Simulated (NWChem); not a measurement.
CdClF; SMILES [Cd]([Cl])[F]

```xyz
3

Cd     0.4519    -0.1097     0.0000
F      0.9800    -1.9610     0.0000
Cl    -0.1704     2.0713     0.0000
```
Atoms are numbered in this order, from 1.

The geometry was optimised at PBE0/def2-SVP. def2 effective core potentials on Cd; no spin-orbit coupling.

**Question.** List the 4 lowest vertical singlet excitations from LDA (Slater exchange, VWN5)/def2-SVPD with def2 effective core potentials on Cd, TDA (NWChem).

**Answer.** 
| state | energy (eV) | oscillator strength | leading excitation (squared amplitude) |
|---|---|---|---|
| S1 | 4.57 | 0.006 | HOMO → LUMO (0.91) |
| S2 | 4.57 | 0.006 | HOMO−1 → LUMO (0.91) |
| S3 | 5.42 | 0.017 | HOMO−2 → LUMO (0.78) |
| S4 | 5.42 | 0.017 | HOMO−3 → LUMO (0.78) |
